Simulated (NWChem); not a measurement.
All runs are NWChem calculations. System: HClSi, charge 0, spin multiplicity 1, at a geometry optimised with PBE0/def2-SVP. The structure started from a generated list of species. Level: B3LYP/aug-cc-pVDZ, VWN1-RPA local correlation.

NWChem printed:

```
             Northwest Computational Chemistry Package (NWChem) 7.3.0
             --------------------------------------------------------

                                NWChem Input Module
                                -------------------

 Scaling coordinates for geometry "geometry" by  1.889725989
 (inverse scale =  0.529177249)

 Turning off AUTOSYM since
 SYMMETRY directive was detected!

                             Geometry "geometry" -> ""
                             -------------------------

 Output coordinates in angstroms (scale by  1.889725989 to convert to a.u.)

  No.       Tag          Charge          X              Y              Z
 ---- ---------------- ---------- -------------- -------------- --------------
    1 Si                  14.0000    -0.75069200    -0.81367800     0.00000000
    2 H                    1.0000     0.32763900    -1.91061200     0.00000000
    3 Cl                  17.0000     0.59894400     0.78247700     0.00000000

 Effective nuclear repulsion energy (a.u.)      68.3925090757

            Nuclear Dipole moment (a.u.)
            ----------------------------
        X                 Y               Z
 ---------------- ---------------- ----------------
    -0.0000018897     0.0000094486     0.0000000000

      Symmetry information
      --------------------

 Group name             Cs
 Group number              2
 Group order               2
 No. of unique centers     3

      Symmetry unique atoms

     1    2    3


 Summary of "ao basis" -> "" (spherical)
 ------------------------------------------------------------------------------
       Tag                 Description            Shells   Functions and Types
 ---------------- ------------------------------  ------  ---------------------
 *                        aug-cc-pvdz                 on all atoms

                              NWChem Property Module
                              ----------------------

                                 NWChem DFT Module
                                 -----------------

 Summary of "ao basis" -> "ao basis" (spherical)
 ------------------------------------------------------------------------------
       Tag                 Description            Shells   Functions and Types
 ---------------- ------------------------------  ------  ---------------------
 Si                       aug-cc-pvdz               11       27   5s4p2d
 H                        aug-cc-pvdz                5        9   3s2p
[...]
     -   - - -        -----         -----         ----         -------
     0   0 0 0     -0.000000    -16.000000    -16.000000     32.000000

     1   1 0 0     -0.206136     -0.103067     -0.103067     -0.000002
     1   0 1 0     -0.382104     -0.191057     -0.191057      0.000009
     1   0 0 1     -0.000000     -0.000000     -0.000000      0.000000

     2   2 0 0    -21.490694    -35.913070    -35.913070     50.335446
     2   1 1 0      0.585276    -28.084341    -28.084341     56.753958
     2   1 0 1      0.000000      0.000000      0.000000      0.000000
     2   0 2 0    -19.992467    -51.649197    -51.649197     83.305927
     2   0 1 1      0.000000      0.000000      0.000000      0.000000
     2   0 0 2    -18.231664     -9.115832     -9.115832      0.000000

 *** CALLING NEW AORESP DRIVER FOR CLOSED AND OPEN SHELLS ***
 Entering AOResponse driver routine

--------------------------------------------------------------------------------

          ****************
          *** RESPONSE ***
          ****************

 Response module for NWChem and dynamic CPKS solver

          -----------------------------------------------
          Solving response equations for perturbing field
          -----------------------------------------------

 number of frequencies:     1
 frequency in a.u.:  0.7730000E-01
 Perturbing field: electric
 Using El. Dipole Length Gauge

 Setting up CPKS with frequency omega =      0.07730000 a.u.

                            NWChem Dynamic CPHF Module
                            --------------------------

    scftype = RHF
    nclosed =   16
      nopen =    0
  variables =     1504
  num. vecs =        3
  tolerance =   1.0D-04
  max. iter =   50

  int2e_file: Failed to allocate cache ... halving
 SCF residual:    1.9261216217097740E-004

Iterative solution of linear equations
  No. of variables     1504
  No. of equations        3
  Maximum subspace       30
       Convergence  1.0D-04

 ga_lkain filestub:cphf_sol
 ga_lkain filesoln:./mol.cphf_sol

   iter   nsub   residual    time
   ----  ------  --------  ---------
     1      3    5.34D+00      10.9
     2      6    1.46D+00      18.6
     3      9    2.31D-01      26.3
     4     12    2.69D-01      34.1
     5     15    2.11D-02      41.9
     6     18    2.07D-03      49.7
     7     21    3.30D-04      57.5
     8     24    2.66D-05      65.3

 Electric Dipole Response Matrix (nonzero elements):

              1        2        3
    1   51.8694   7.1500  -0.0000
    2    7.1500  55.9639   0.0000
    3   -0.0000   0.0000  45.3941

 ------------------------------------------
 average:        51.07581 + I       0.00000

 DFT Linear Response polarizability / au
 Frequency  =       0.0773000 / au
 Wavelength =     589.4353558 / nm
              X              Y              Z
 -----------------------------------------------
 X      51.8693915      7.1500358     -0.0000000
 Y       7.1500155     55.9639157      0.0000000
 Z      -0.0000000      0.0000000     45.3941377
 -----------------------------------------------
 Eigenvalues =      46.4792956     61.3540116     45.3941377
 Isotropic   =      51.0758150
 Anisotropic =      15.4459108
 -----------------------------------------------

 Magnetic Dipole Response Matrix (nonzero elements):
 Optical rotation tensor Beta

              1        2        3
    1   -0.0000  -0.0000  16.8866
    2    0.0000  -0.0000 -36.3979
    3   26.1992 185.5102   0.0000

 ------------------------------------------
 average:        -0.00000 + I       0.00000

 Exiting AOResponse driver routine

          -------------
          Dipole Moment
          -------------

 Center of charge (in au) is the expansion point
         X =      -0.0000001 Y =       0.0000003 Z =       0.0000000

   Dipole moment        0.4341608105 A.U.
             DMX       -0.2061359912 DMXEFC        0.0000000000
             DMY       -0.3821041253 DMYEFC        0.0000000000
             DMZ       -0.0000000007 DMZEFC        0.0000000000
   -EFC- dipole         0.0000000000 A.U.
   Total dipole         0.4341608105 A.U.

   Dipole moment        1.1035350478 Debye(s)
             DMX       -0.5239493879 DMXEFC        0.0000000000
             DMY       -0.9712191518 DMYEFC        0.0000000000
             DMZ       -0.0000000017 DMZEFC        0.0000000000
   -EFC- dipole         0.0000000000 DEBYE(S)
   Total dipole         1.1035350478 DEBYE(S)

 1 a.u. = 2.541766 Debyes

 Task  times  cpu:       65.4s     wall:       65.4s

 Total times  cpu:       65.4s     wall:       65.4s
```

### Question
Write an NWChem input that would produce this output.

### Answer
One answer among several that fit: 
```
start mol
memory heap 200 mb stack 900 mb global 1100 mb
geometry units angstroms nocenter noautoz
  Si    -0.750692    -0.813678     0.000000
  H      0.327639    -1.910612     0.000000
  Cl     0.598944     0.782477     0.000000
  symmetry group Cs
end
basis spherical
  * library aug-cc-pvdz
end
dft
  xc b3lyp
  semidirect memsize 60000000 filesize 0
  iterations 100
end
property
  dipole
  response 1 0.0773
end
task dft property
```
